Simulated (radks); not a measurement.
Values are calculated unless marked as measured or tabulated.
Question: The table gives one normalised radial function P(r) = r R(r) (large component) of Zn2+ in [Ar] 3d9.75 4d0.25 (r in bohr). Code: a radial shooting solver on a logarithmic mesh with Libxc functionals. Model: Dirac Kohn-Sham, HCTH/407, spin-unpolarised, spherical densities, finite nucleus; open shells are shared between the two j in proportion to 2j + 1; Fermi nuclear charge, rms radius 3.9283 fm.

r	P
0.005274	0.0000
0.007034	0.0001
0.009382	0.0002
0.01251	0.0005
0.01669	0.0012
0.02226	0.0028
0.02945	0.0060
0.03928	0.0130
0.05239	0.0273
0.06988	0.0553
0.0932	0.1071
0.1243	0.1964
0.1645	0.3311
0.2194	0.5215
0.2926	0.7432
0.3902	0.9443
0.5205	1.0539
0.6942	1.0227
0.9259	0.8640
1.225	0.6419
1.634	0.4055
2.179	0.2143
2.907	0.0898
3.877	0.0263
5.171	0.0046
6.841	0.0005
9.125	0.0000
12.17	0.0000

Which n and l does it have? It may be an empty orbital.

Answer: n = 3, l = 2: the number of nodes gives n - l - 1 = 0, the rise at small r points to l (this Dirac orbital starts outside the nucleus as r^gamma with gamma = sqrt((l + 1)^2 - (Z/c)^2) = 2.99; the j = 5/2 orbital of l + 1 starts with the same power, but with a smaller coefficient, and then steepens), and the extent must fit the shell. The curve is that of 3d5/2; the two j differ most near the nucleus, where j = l - 1/2 has the larger amplitude, and in heavy atoms j = l - 1/2 is also the more compact. 3d5/2: eigenvalue -34.231 eV, 0 radial nodes, <r> = 0.859 bohr, 90 % of the charge inside 1.48 bohr.
